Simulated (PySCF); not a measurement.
# How methods differ on the interval between two levels of Ir⁺

Ir⁺ [Xe] 4f14 5d7 6s1 [5F5, M_J = 5] → Ir⁺ [Xe] 4f14 5d6 6s2 [5D4, M_J = 4], as a difference of total energies. Calculation: PySCF 2.14, in x2c-SVPall-2c with one added diffuse shell each of s, d type (8s9p10d2f, 99 functions); the two-component X2C-1e Hamiltonian. Correlated levels: [Kr] 4d10 4f14 frozen; the 22 highest virtual spinors dropped. "Screened" scales the spin-orbit matrix elements by Boettger's factors to mimic the two-electron term; Breit and QED terms are absent.

```json
{"method": "GHF (spin-free)", "interval between two levels (cm⁻¹)": "20062", "error (cm⁻¹)": "+2852"}
{"method": "GMP2 (spin-free)", "interval between two levels (cm⁻¹)": "20608", "error (cm⁻¹)": "+3398"}
{"method": "GHF (screened spin-orbit)", "interval between two levels (cm⁻¹)": "21013", "error (cm⁻¹)": "+3803"}
{"method": "GMP2 (screened spin-orbit)", "interval between two levels (cm⁻¹)": "21257", "error (cm⁻¹)": "+4046"}
```

Reference: 17210 cm⁻¹ (measured; NIST Handbook of Basic Atomic Spectroscopic Data (Sansonetti and Martin, J. Phys. Chem. Ref. Data 34, 1559 (2005))).

The spin-free rows relax to the high-spin LS determinant and lack the spin-orbit shift.

Errors of the correlated levels include the incompleteness of this basis and the frozen core.

The labels give the starting determinants; with spin-orbit coupling the two ends relaxed to ⟨J²⟩ = 30.01, ⟨L²⟩ = 12.84, ⟨S²⟩ = 5.77 and ⟨J²⟩ = 20.04, ⟨L²⟩ = 6.99, ⟨S²⟩ = 5.61.
